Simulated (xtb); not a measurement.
xtb input:

```bash
xtb mol.xyz --gfn 2 --sp --chrg 0 --uhf 0
```
mol.xyz:
```
2

Ca    -0.00000000    -0.00000000    -0.52111138
O      0.00000000     0.00000000     1.30277845
```

Which total energy does the run end on?

-4.44941 Eh (GFN2-xTB).
